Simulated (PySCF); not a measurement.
Choosing a molecule for a target property.

All species are isolated and taken at one optimised geometry, non-relativistic unless stated; the electronic structure was computed with PySCF and density fitting.

Dipoles, sizes and rotational constants follow the conformer. The torsions of the flexible species, by atom-mapped SMILES:
- `[N:1]#[C:2][C:3]1=[CH:4][CH2:5][C@H:6]([CH2:7][Cl:8])[C:9]([F:10])=[CH:11]1`: C5–C6–C7–Cl8 -59°
- `[CH2:1]=[C:2]([CH3:3])[Si@@H:4]([C:5]#[N:6])[CH2:7][C@@H:8]([F:9])[SiH3:10]`: C1–C2–Si4–C5 145°, C2–Si4–C7–C8 61°, Si4–C7–C8–F9 56°
- `[CH3:1][CH2:2][C@H:3]([C:4]#[N:5])[CH:6]([C:7]#[N:8])[C:9]#[N:10]`: C1–C2–C3–C4 -65°, C2–C3–C6–C7 -66°
- `[CH2:1]=[CH:2][C@@H:3]([CH3:4])[SiH2:5][CH:6]([SiH3:7])[SiH3:8]`: C1–C2–C3–C4 138°, C2–C3–Si5–C6 60°, C3–Si5–C6–Si7 64°

Question: Wanted: dipole moment between 3.5 D and 5 D (PBE0/pcSseg-1) and HOMO–LUMO gap below 5.85 eV (PBE0/pcSseg-1), at GFN2-xTB geometries. Which candidate meets both?
A. `Cc1cccc2nn[nH]c12`
B. `CC1=CCC=C1`
C. `N#CC1=CC[C@H](CCl)C(F)=C1`
D. `CC[C@H](C#N)C(C#N)C#N`
E. `C=C(C)[Si@@H](C#N)C[C@@H](F)[SiH3]`

Answer: A. Computed values:
| species | dipole moment | HOMO–LUMO gap |
| --- | --- | --- |
| CC1=CCC=C1 | 0.17 D | 5.91 eV |
| CC[C@H](C#N)C(C#N)C#N | 3.26 D | 9.12 eV |
| C=C(C)[Si@@H](C#N)C[C@@H](F)[SiH3] | 3.84 D | 7.17 eV |
| Cc1cccc2nn[nH]c12 | 4.46 D | 5.79 eV |
| N#CC1=CC[C@H](CCl)C(F)=C1 | 5.94 D | 5.00 eV |

Question: Wanted: HOMO energy between -7.6 eV and -6.5 eV (PBE0/pcSseg-1) and smallest rotational constant below 0.62 GHz (GFN2-xTB), at GFN2-xTB geometries. Which candidate meets both?
A. `C=C[C@@H](C)[SiH2]C([SiH3])[SiH3]`
B. `N#CC1=CC[C@H](CCl)C(F)=C1`
C. `C=C(C)[Si@@H](C#N)C[C@@H](F)[SiH3]`
D. `CC1=CCC=C1`

Answer: A. Computed values:
| species | HOMO energy | smallest rotational constant |
| --- | --- | --- |
| C=C(C)[Si@@H](C#N)C[C@@H](F)[SiH3] | -8.00 eV | 0.450 GHz |
| C=C[C@@H](C)[SiH2]C([SiH3])[SiH3] | -7.15 eV | 0.593 GHz |
| N#CC1=CC[C@H](CCl)C(F)=C1 | -6.90 eV | 0.650 GHz |
| CC1=CCC=C1 | -6.18 eV | 2.411 GHz |
